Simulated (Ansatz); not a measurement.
Consider the ligand exchange at a Ge–C bond: `N#[C][GeH3]` + CH₃OH → `C[O][GeH3]` + `C#N`.

Calculated with Ansatz (gas phase, PBE0-D4/def2-TZVP geometries, no zero-point term in ΔE). CCSD(T)/CBS is the MP2 limit (def2-TZVPP, def2-QZVPP) plus CCSD(T) − MP2 in def2-TZVPP, frozen cores. This one scheme is used for every species. Functionals use def2-TZVPP. B3LYP here is the variant with VWN-RPA as its local correlation; programs differ in this. HSE06 is defined as in plane-wave codes. For Ge outer-core shells are correlated without core-valence functions, which leaves a few kJ/mol of doubt a bond. Scalar relativity is left out up to krypton.

```csv
level,ΔE (kcal/mol)
LDA (SPW92),1.3
HSE06-D4,1.8
BHLYP-D4,0.3
CAM-B3LYP-D4,0.1
ωB97M-V,0.9
B3LYP,0.8
HF/def2-SVP,0.7
SCS-MP2/def2-QZVPP,0.4
```

What does CCSD(T)/CBS give? (Best estimate.)

Computed: +0.9 kcal/mol. The listed levels differ from it by 0.4, 0.9, -0.6, -0.8, 0.0, -0.1, -0.2, -0.5 kcal/mol.

Largest T1 diagnostic among the species: 0.014.

The D4 term adds −0.7 kcal/mol with B3LYP and −0.4 kcal/mol with PBE0; it sums over pairs of atoms, weighted by their polarisabilities, and B3LYP, whose exchange is more repulsive, gets the larger term. At CCSD(T), def2-SVP lies −1.7 kcal/mol from the extrapolated value and def2-TZVPP −0.0 kcal/mol. Leaving LDA and LC-ωPBE aside and taking each functional with its dispersion term where it has one, the values, not all of them listed here, spread over 2.5 kcal/mol, from B97M-V to HSE06-D4.
